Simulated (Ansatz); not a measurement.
```yaml
crystal:
  periodic: [false, false, false]
  atoms:
    - {symbol: Cd, position_ang: [0.732577, -3.591300, 0.309728]}
    - {symbol: Cd, position_ang: [-1.695431, 0.351017, -0.930304]}
    - {symbol: Cd, position_ang: [2.291864, -1.780313, -2.175179]}
    - {symbol: Cd, position_ang: [-2.540728, -1.467696, 2.510495]}
    - {symbol: Cd, position_ang: [0.231863, -0.512919, 3.670951]}
    - {symbol: Cd, position_ang: [1.117196, 2.333874, 0.994621]}
    - {symbol: Cd, position_ang: [3.809238, -0.369152, 0.229651]}
    - {symbol: S, position_ang: [-4.579978, 0.764204, -0.086233]}
    - {symbol: S, position_ang: [-1.555574, -2.045415, 0.054705]}
    - {symbol: S, position_ang: [1.783540, -1.570465, 1.785779]}
    - {symbol: S, position_ang: [0.838946, 2.027434, -4.302531]}
    - {symbol: S, position_ang: [-0.284661, 3.978711, -0.970407]}
    - {symbol: S, position_ang: [1.221683, 0.493239, -0.811113]}
    - {symbol: S, position_ang: [-1.162401, 1.037654, 1.696364]}
    - {symbol: H, position_ang: [1.416418, -3.140961, -1.344355]}
    - {symbol: H, position_ang: [0.438256, -5.053996, 1.109489]}
    - {symbol: H, position_ang: [-1.917565, 1.209707, -2.378782]}
    - {symbol: H, position_ang: [2.296190, -1.163687, -3.766681]}
    - {symbol: H, position_ang: [-4.222361, -1.243394, 2.478703]}
    - {symbol: H, position_ang: [-1.105268, -1.864159, 3.509439]}
    - {symbol: H, position_ang: [0.804673, 0.377968, 4.980433]}
    - {symbol: H, position_ang: [1.975360, 3.359001, 2.006945]}
    - {symbol: H, position_ang: [3.823515, -1.688244, -0.990358]}
    - {symbol: H, position_ang: [4.580348, 0.862451, 1.070450]}
    - {symbol: H, position_ang: [-5.137390, -0.159954, -0.899585]}
    - {symbol: H, position_ang: [-4.582697, -0.077322, 0.987982]}
    - {symbol: H, position_ang: [-2.505250, -2.775108, -0.571727]}
    - {symbol: H, position_ang: [2.506621, -2.309430, 2.658535]}
    - {symbol: H, position_ang: [-0.364569, 1.507474, -3.951214]}
    - {symbol: H, position_ang: [1.449865, 0.816542, -4.209512]}
    - {symbol: H, position_ang: [0.260409, 3.423401, -2.087401]}
    - {symbol: H, position_ang: [0.612294, 4.991028, -0.946281]}
    - {symbol: H, position_ang: [1.381208, 1.281360, -1.908736]}
    - {symbol: H, position_ang: [-1.918182, 1.998470, 2.276153]}
basis:
  gaussian: {orbitals: def2-SVP, fitting: {mean_field: def2-universal-jkfit}, point_charges: [{charge: 2.00, position_ang: [8.492, -0.065, -0.221]}]}
hamiltonian: {xc: {name: r2SCANh}, dispersion: d3bj}
scf: {lower_state_search: light}
output: {forces: true}
```

```sh
$ ansatz run in.yaml --threads 2 --pin off --events-out ev --progress --plain --max-ram 32768MiB --backend cuda --devices 0, --max-vram 18GiB
```

Output, abridged:

```
Warning: the engine holds no damping parameters fitted to this dispersion correction and functional, so the run takes those fitted to r2scanh beside the three-body term, which d3bj leaves out (hamiltonian.dispersion, under Limitations)
Functional definition: r2SCANh
3041 factors; integrals over basis functions are off by at most 3.3e-1 eV
mean field evaluation 1: about -108099.8648 eV, gradient 5.0e1 eV
mean field evaluation 2: about -108098.8505 eV, gradient 5.7e1 eV
mean field evaluation 4: about -108106.0828 eV, gradient 2.9e0 eV
mean field evaluation 8: about -108106.0829 eV, gradient 4.3e-2 eV
mean field evaluation 16: about -108106.0829 eV, gradient 4.0e-5 eV
mean field -108106.08294598 eV, -3972.8252713300 hartree, gradient 4.0e-5 eV, S^2 0.000000; 0 other end points of the search recorded, 0 dependent functions left out
reference -108106.08297337 eV, -3972.8252723366 hartree; 136, 136 occupied and 307, 307 virtual orbitals, 3041 factors
Total energy: -108106.94051411 eV, -3972.8567863775 hartree
Atom 0 at     0.732577    -3.591300     0.309728 Å, force    -0.315944    -0.125842     0.034056 eV/Å
Atom 1 at    -1.695431     0.351017    -0.930304 Å, force    -0.459524    -0.005626     0.043696 eV/Å
Atom 2 at     2.291864    -1.780313    -2.175179 Å, force    -0.616936    -0.148097    -0.245939 eV/Å
Atom 3 at    -2.540728    -1.467696     2.510495 Å, force    -0.251825    -0.038790     0.056313 eV/Å
Atom 4 at     0.231863    -0.512919     3.670951 Å, force    -0.348165     0.068789     0.234359 eV/Å
Atom 5 at     1.117196     2.333874     0.994621 Å, force    -0.398232     0.141240     0.093208 eV/Å
Atom 6 at     3.809238    -0.369152     0.229651 Å, force    -0.773594    -0.360131    -0.117265 eV/Å
Atom 7 at    -4.579978     0.764204    -0.086233 Å, force     0.090425    -0.156296     0.012023 eV/Å
Atom 8 at    -1.555574    -2.045415     0.054705 Å, force     0.135296    -0.035154    -0.073604 eV/Å
Atom 9 at     1.783540    -1.570465     1.785779 Å, force     0.592077     0.148232    -0.241847 eV/Å
Atom 10 at     0.838946     2.027434    -4.302531 Å, force     0.013475    -0.159722     0.116180 eV/Å
Atom 11 at    -0.284661     3.978711    -0.970407 Å, force     0.160136    -0.068452    -0.005001 eV/Å
Atom 12 at     1.221683     0.493239    -0.811113 Å, force     0.621303    -0.163817     0.036559 eV/Å
Atom 13 at    -1.162401     1.037654     1.696364 Å, force     0.184168     0.104134    -0.049231 eV/Å
Atom 14 at     1.416418    -3.140961    -1.344355 Å, force     0.217916     0.131696    -0.075828 eV/Å
Atom 15 at     0.438256    -5.053996     1.109489 Å, force     0.096171     0.072931    -0.033425 eV/Å
Atom 16 at    -1.917565     1.209707    -2.378782 Å, force     0.148533    -0.013218     0.034078 eV/Å
Atom 17 at     2.296190    -1.163687    -3.766681 Å, force     0.190098     0.008856     0.105841 eV/Å
Atom 18 at    -4.222361    -1.243394     2.478703 Å, force     0.122014    -0.010025     0.007789 eV/Å
Atom 19 at    -1.105268    -1.864159     3.509439 Å, force     0.182909     0.049236    -0.014197 eV/Å
Atom 20 at     0.804673     0.377968     4.980433 Å, force     0.095302    -0.014467    -0.075847 eV/Å
Atom 21 at     1.975360     3.359001     2.006945 Å, force     0.130395    -0.052906    -0.033092 eV/Å
Atom 22 at     3.823515    -1.688244    -0.990358 Å, force     0.465693     0.147365     0.223406 eV/Å
Atom 23 at     4.580348     0.862451     1.070450 Å, force     0.540446     0.091487     0.010108 eV/Å
Atom 24 at    -5.137390    -0.159954    -0.899585 Å, force     0.009784     0.063774     0.032378 eV/Å
Atom 25 at    -4.582697    -0.077322     0.987982 Å, force    -0.028646     0.088011    -0.086229 eV/Å
Atom 26 at    -2.505250    -2.775108    -0.571727 Å, force     0.061437     0.030703     0.029308 eV/Å
Atom 27 at     2.506621    -2.309430     2.658535 Å, force    -0.062100     0.017363    -0.024949 eV/Å
Atom 28 at    -0.364569     1.507474    -3.951214 Å, force     0.062578     0.047221    -0.045913 eV/Å
Atom 29 at     1.449865     0.816542    -4.209512 Å, force    -0.084012     0.104618    -0.066565 eV/Å
Atom 30 at     0.260409     3.423401    -2.087401 Å, force    -0.068388     0.064525     0.064483 eV/Å
Atom 31 at     0.612294     4.991028    -0.946281 Å, force    -0.076656    -0.023411    -0.004041 eV/Å
Atom 32 at     1.381208     1.281360    -1.908736 Å, force    -0.009883     0.001843    -0.030022 eV/Å
Atom 33 at    -1.918182     1.998470     2.276153 Å, force     0.047155    -0.042081    -0.038474 eV/Å
Dipole moment:    -2.668979     0.241917    -0.288903 e Å
```

Run time 9 s (2 threads of AMD EPYC 7R13 on a shared host and a share (18 GiB) of an NVIDIA H100 80GB HBM3), peak host memory 1.6 GiB.

In the def2 sets Cd takes a core potential; there is no spin–orbit coupling.
